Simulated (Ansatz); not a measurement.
Harmonic vibrations of C2H7GeNO, SMILES `C[N](C)[Ge][OH]` by finite differences.

```yaml
crystal:
  periodic: [false, false, false]
  atoms:
    - {symbol: C, position_ang: [-0.540752, 0.492461, 0.835465]}
    - {symbol: N, position_ang: [0.159405, -0.194068, -0.214467]}
    - {symbol: C, position_ang: [0.640219, -1.492081, 0.192145]}
    - {symbol: Ge, position_ang: [0.515003, 0.342312, -1.940222]}
    - {symbol: O, position_ang: [-0.206489, 1.983134, -1.973517]}
    - {symbol: H, position_ang: [0.113933, 0.692566, 1.694691]}
    - {symbol: H, position_ang: [-0.940733, 1.450386, 0.497146]}
    - {symbol: H, position_ang: [-1.390020, -0.100764, 1.200722]}
    - {symbol: H, position_ang: [1.162009, -1.980069, -0.636303]}
    - {symbol: H, position_ang: [-0.183495, -2.148003, 0.504743]}
    - {symbol: H, position_ang: [1.341874, -1.418410, 1.034051]}
    - {symbol: H, position_ang: [-0.593852, 2.317436, -1.160454]}
basis:
  gaussian: {orbitals: def2-TZVP}
hamiltonian: {xc: pbe0, dispersion: d4}
phonons: {temperatures: {t_min: 298.15, t_max: 900, t_step: 200}}
```

```sh
$ ansatz run in.yaml --threads 4 --pin off --events-out ev --progress --plain --max-ram 10444MiB
```

Shortened log:

```
Functional definition: PBE0
mean field -62232.75793006 eV, -2287.0116710512 hartree, gradient 6.2e-5 eV, S^2 0.000000; 0 other end points of the search recorded, 0 dependent functions left out
mean field -62232.75775657 eV, -2287.0116646756 hartree, gradient 1.3e-6 eV, S^2 0.000000; 0 other end points of the search recorded, 0 dependent functions left out
mean field -62232.75778062 eV, -2287.0116655595 hartree, gradient 1.3e-6 eV, S^2 0.000000; 0 other end points of the search recorded, 0 dependent functions left out
mean field -62232.75776505 eV, -2287.0116649873 hartree, gradient 1.3e-6 eV, S^2 0.000000; 0 other end points of the search recorded, 0 dependent functions left out
mean field -62232.75774613 eV, -2287.0116642919 hartree, gradient 1.3e-6 eV, S^2 0.000000; 0 other end points of the search recorded, 0 dependent functions left out
mean field -62232.75780140 eV, -2287.0116663231 hartree, gradient 1.3e-6 eV, S^2 0.000000; 0 other end points of the search recorded, 0 dependent functions left out
mean field -62232.75774669 eV, -2287.0116643126 hartree, gradient 1.3e-6 eV, S^2 0.000000; 0 other end points of the search recorded, 0 dependent functions left out
mean field -62232.75786308 eV, -2287.0116685899 hartree, gradient 1.3e-6 eV, S^2 0.000000; 0 other end points of the search recorded, 0 dependent functions left out
mean field -62232.75786298 eV, -2287.0116685862 hartree, gradient 1.3e-6 eV, S^2 0.000000; 0 other end points of the search recorded, 0 dependent functions left out
mean field -62232.75778685 eV, -2287.0116657886 hartree, gradient 1.3e-6 eV, S^2 0.000000; 0 other end points of the search recorded, 0 dependent functions left out
mean field -62232.75780660 eV, -2287.0116665143 hartree, gradient 1.3e-6 eV, S^2 0.000000; 0 other end points of the search recorded, 0 dependent functions left out
mean field -62232.75778865 eV, -2287.0116658544 hartree, gradient 1.3e-6 eV, S^2 0.000000; 0 other end points of the search recorded, 0 dependent functions left out
mean field -62232.75776652 eV, -2287.0116650415 hartree, gradient 1.3e-6 eV, S^2 0.000000; 0 other end points of the search recorded, 0 dependent functions left out
mean field -62232.75777371 eV, -2287.0116653056 hartree, gradient 1.3e-6 eV, S^2 0.000000; 0 other end points of the search recorded, 0 dependent functions left out
mean field -62232.75775397 eV, -2287.0116645801 hartree, gradient 1.3e-6 eV, S^2 0.000000; 0 other end points of the search recorded, 0 dependent functions left out
mean field -62232.75775104 eV, -2287.0116644726 hartree, gradient 1.3e-6 eV, S^2 0.000000; 0 other end points of the search recorded, 0 dependent functions left out
mean field -62232.75780506 eV, -2287.0116664576 hartree, gradient 1.3e-6 eV, S^2 0.000000; 0 other end points of the search recorded, 0 dependent functions left out
mean field -62232.75776142 eV, -2287.0116648537 hartree, gradient 1.3e-6 eV, S^2 0.000000; 0 other end points of the search recorded, 0 dependent functions left out
mean field -62232.75774810 eV, -2287.0116643644 hartree, gradient 1.3e-6 eV, S^2 0.000000; 0 other end points of the search recorded, 0 dependent functions left out
mean field -62232.75792285 eV, -2287.0116707864 hartree, gradient 1.3e-6 eV, S^2 0.000000; 0 other end points of the search recorded, 0 dependent functions left out
mean field -62232.75789201 eV, -2287.0116696529 hartree, gradient 1.3e-6 eV, S^2 0.000000; 0 other end points of the search recorded, 0 dependent functions left out
mean field -62232.75786391 eV, -2287.0116686204 hartree, gradient 1.3e-6 eV, S^2 0.000000; 0 other end points of the search recorded, 0 dependent functions left out
mean field -62232.75785318 eV, -2287.0116682259 hartree, gradient 1.3e-6 eV, S^2 0.000000; 0 other end points of the search recorded, 0 dependent functions left out
mean field -62232.75781111 eV, -2287.0116666801 hartree, gradient 1.3e-6 eV, S^2 0.000000; 0 other end points of the search recorded, 0 dependent functions left out
mean field -62232.75791083 eV, -2287.0116703447 hartree, gradient 1.3e-6 eV, S^2 0.000000; 0 other end points of the search recorded, 0 dependent functions left out
mean field -62232.75788364 eV, -2287.0116693454 hartree, gradient 1.3e-6 eV, S^2 0.000000; 0 other end points of the search recorded, 0 dependent functions left out
mean field -62232.75789551 eV, -2287.0116697815 hartree, gradient 1.3e-6 eV, S^2 0.000000; 0 other end points of the search recorded, 0 dependent functions left out
mean field -62232.75787921 eV, -2287.0116691826 hartree, gradient 1.3e-6 eV, S^2 0.000000; 0 other end points of the search recorded, 0 dependent functions left out
mean field -62232.75781970 eV, -2287.0116669956 hartree, gradient 1.3e-6 eV, S^2 0.000000; 0 other end points of the search recorded, 0 dependent functions left out
mean field -62232.75778098 eV, -2287.0116655726 hartree, gradient 1.3e-6 eV, S^2 0.000000; 0 other end points of the search recorded, 0 dependent functions left out
mean field -62232.75782778 eV, -2287.0116672926 hartree, gradient 1.3e-6 eV, S^2 0.000000; 0 other end points of the search recorded, 0 dependent functions left out
mean field -62232.75788044 eV, -2287.0116692280 hartree, gradient 1.3e-6 eV, S^2 0.000000; 0 other end points of the search recorded, 0 dependent functions left out
mean field -62232.75788573 eV, -2287.0116694221 hartree, gradient 1.3e-6 eV, S^2 0.000000; 0 other end points of the search recorded, 0 dependent functions left out
mean field -62232.75791522 eV, -2287.0116705059 hartree, gradient 1.3e-6 eV, S^2 0.000000; 0 other end points of the search recorded, 0 dependent functions left out
mean field -62232.75791097 eV, -2287.0116703497 hartree, gradient 1.3e-6 eV, S^2 0.000000; 0 other end points of the search recorded, 0 dependent functions left out
mean field -62232.75787508 eV, -2287.0116690309 hartree, gradient 1.3e-6 eV, S^2 0.000000; 0 other end points of the search recorded, 0 dependent functions left out
mean field -62232.75785420 eV, -2287.0116682635 hartree, gradient 1.3e-6 eV, S^2 0.000000; 0 other end points of the search recorded, 0 dependent functions left out
mean field -62232.75790134 eV, -2287.0116699957 hartree, gradient 1.3e-6 eV, S^2 0.000000; 0 other end points of the search recorded, 0 dependent functions left out
mean field -62232.75790828 eV, -2287.0116702507 hartree, gradient 1.3e-6 eV, S^2 0.000000; 0 other end points of the search recorded, 0 dependent functions left out
mean field -62232.75785066 eV, -2287.0116681335 hartree, gradient 1.3e-6 eV, S^2 0.000000; 0 other end points of the search recorded, 0 dependent functions left out
mean field -62232.75784439 eV, -2287.0116679031 hartree, gradient 1.3e-6 eV, S^2 0.000000; 0 other end points of the search recorded, 0 dependent functions left out
mean field -62232.75790822 eV, -2287.0116702486 hartree, gradient 1.3e-6 eV, S^2 0.000000; 0 other end points of the search recorded, 0 dependent functions left out
mean field -62232.75789949 eV, -2287.0116699279 hartree, gradient 1.3e-6 eV, S^2 0.000000; 0 other end points of the search recorded, 0 dependent functions left out
mean field -62232.75785937 eV, -2287.0116684534 hartree, gradient 1.3e-6 eV, S^2 0.000000; 0 other end points of the search recorded, 0 dependent functions left out
mean field -62232.75787227 eV, -2287.0116689277 hartree, gradient 1.3e-6 eV, S^2 0.000000; 0 other end points of the search recorded, 0 dependent functions left out
mean field -62232.75788956 eV, -2287.0116695629 hartree, gradient 1.3e-6 eV, S^2 0.000000; 0 other end points of the search recorded, 0 dependent functions left out
mean field -62232.75788892 eV, -2287.0116695396 hartree, gradient 1.3e-6 eV, S^2 0.000000; 0 other end points of the search recorded, 0 dependent functions left out
mean field -62232.75791443 eV, -2287.0116704768 hartree, gradient 1.3e-6 eV, S^2 0.000000; 0 other end points of the search recorded, 0 dependent functions left out
mean field -62232.75789664 eV, -2287.0116698231 hartree, gradient 1.3e-6 eV, S^2 0.000000; 0 other end points of the search recorded, 0 dependent functions left out
mean field -62232.75789893 eV, -2287.0116699073 hartree, gradient 1.3e-6 eV, S^2 0.000000; 0 other end points of the search recorded, 0 dependent functions left out
mean field -62232.75789333 eV, -2287.0116697017 hartree, gradient 1.3e-6 eV, S^2 0.000000; 0 other end points of the search recorded, 0 dependent functions left out
mean field -62232.75789034 eV, -2287.0116695915 hartree, gradient 1.3e-6 eV, S^2 0.000000; 0 other end points of the search recorded, 0 dependent functions left out
mean field -62232.75790201 eV, -2287.0116700205 hartree, gradient 1.3e-6 eV, S^2 0.000000; 0 other end points of the search recorded, 0 dependent functions left out
mean field -62232.75786431 eV, -2287.0116686351 hartree, gradient 1.3e-6 eV, S^2 0.000000; 0 other end points of the search recorded, 0 dependent functions left out
mean field -62232.75786419 eV, -2287.0116686308 hartree, gradient 1.3e-6 eV, S^2 0.000000; 0 other end points of the search recorded, 0 dependent functions left out
mean field -62232.75786599 eV, -2287.0116686968 hartree, gradient 1.3e-6 eV, S^2 0.000000; 0 other end points of the search recorded, 0 dependent functions left out
mean field -62232.75786614 eV, -2287.0116687025 hartree, gradient 1.3e-6 eV, S^2 0.000000; 0 other end points of the search recorded, 0 dependent functions left out
mean field -62232.75787707 eV, -2287.0116691041 hartree, gradient 1.3e-6 eV, S^2 0.000000; 0 other end points of the search recorded, 0 dependent functions left out
mean field -62232.75789350 eV, -2287.0116697076 hartree, gradient 1.3e-6 eV, S^2 0.000000; 0 other end points of the search recorded, 0 dependent functions left out
mean field -62232.75791258 eV, -2287.0116704089 hartree, gradient 1.3e-6 eV, S^2 0.000000; 0 other end points of the search recorded, 0 dependent functions left out
mean field -62232.75790554 eV, -2287.0116701502 hartree, gradient 1.3e-6 eV, S^2 0.000000; 0 other end points of the search recorded, 0 dependent functions left out
mean field -62232.75788535 eV, -2287.0116694084 hartree, gradient 1.3e-6 eV, S^2 0.000000; 0 other end points of the search recorded, 0 dependent functions left out
mean field -62232.75787779 eV, -2287.0116691305 hartree, gradient 1.3e-6 eV, S^2 0.000000; 0 other end points of the search recorded, 0 dependent functions left out
mean field -62232.75790623 eV, -2287.0116701756 hartree, gradient 1.3e-6 eV, S^2 0.000000; 0 other end points of the search recorded, 0 dependent functions left out
mean field -62232.75791813 eV, -2287.0116706130 hartree, gradient 1.3e-6 eV, S^2 0.000000; 0 other end points of the search recorded, 0 dependent functions left out
mean field -62232.75787137 eV, -2287.0116688944 hartree, gradient 1.3e-6 eV, S^2 0.000000; 0 other end points of the search recorded, 0 dependent functions left out
mean field -62232.75786205 eV, -2287.0116685521 hartree, gradient 1.3e-6 eV, S^2 0.000000; 0 other end points of the search recorded, 0 dependent functions left out
mean field -62232.75790063 eV, -2287.0116699697 hartree, gradient 1.3e-6 eV, S^2 0.000000; 0 other end points of the search recorded, 0 dependent functions left out
mean field -62232.75790324 eV, -2287.0116700656 hartree, gradient 1.3e-6 eV, S^2 0.000000; 0 other end points of the search recorded, 0 dependent functions left out
mean field -62232.75791086 eV, -2287.0116703459 hartree, gradient 1.3e-6 eV, S^2 0.000000; 0 other end points of the search recorded, 0 dependent functions left out
mean field -62232.75789746 eV, -2287.0116698532 hartree, gradient 1.3e-6 eV, S^2 0.000000; 0 other end points of the search recorded, 0 dependent functions left out
mean field -62232.75780965 eV, -2287.0116666265 hartree, gradient 1.3e-6 eV, S^2 0.000000; 0 other end points of the search recorded, 0 dependent functions left out
mean field -62232.75781721 eV, -2287.0116669042 hartree, gradient 1.3e-6 eV, S^2 0.000000; 0 other end points of the search recorded, 0 dependent functions left out
Total energy: -62232.98343487 eV, -2287.0199582001 hartree
Atom 0 at    -0.540752     0.492461     0.835465 Å, force     0.000467     0.000863     0.000300 eV/Å
Atom 1 at     0.159405    -0.194068    -0.214467 Å, force     0.000201    -0.000742    -0.000351 eV/Å
Atom 2 at     0.640219    -1.492081     0.192145 Å, force    -0.000127    -0.000077    -0.000197 eV/Å
Atom 3 at     0.515003     0.342312    -1.940222 Å, force     0.000562    -0.000097    -0.000577 eV/Å
Atom 4 at    -0.206489     1.983134    -1.973517 Å, force     0.000153    -0.000901     0.000136 eV/Å
Atom 5 at     0.113933     0.692566     1.694691 Å, force    -0.000406    -0.000074     0.000124 eV/Å
Atom 6 at    -0.940733     1.450386     0.497146 Å, force    -0.000006     0.000051    -0.000400 eV/Å
Atom 7 at    -1.390020    -0.100764     1.200722 Å, force    -0.000165     0.000063     0.000263 eV/Å
Atom 8 at     1.162009    -1.980069    -0.636303 Å, force     0.000064     0.000022    -0.000085 eV/Å
Atom 9 at    -0.183495    -2.148003     0.504743 Å, force    -0.000070    -0.000063     0.000057 eV/Å
Atom 10 at     1.341874    -1.418410     1.034051 Å, force    -0.000021     0.000164    -0.000059 eV/Å
Atom 11 at    -0.593852     2.317436    -1.160454 Å, force    -0.000652     0.000789     0.000789 eV/Å
Dipole moment:    -0.073731    -0.214907     0.527469 e Å
Vibrations: 28.28 159.01 215.33 224.54 277.51 306.64 332.54 343.74 564.07 671.22 779.44 996.62 1083.33 1108.26 1159.56 1238.25 1297.87 1438.13 1460.46 1464.09 1472.20 1495.18 1516.14 2989.45 2994.84 3032.75 3040.54 3095.69 3110.15 3866.85 cm⁻¹, zero-point energy 2.588958 eV
```

Run time 3 min (4 threads of an Arm Neoverse V2 on a shared host); peak host memory 0.63 GiB.
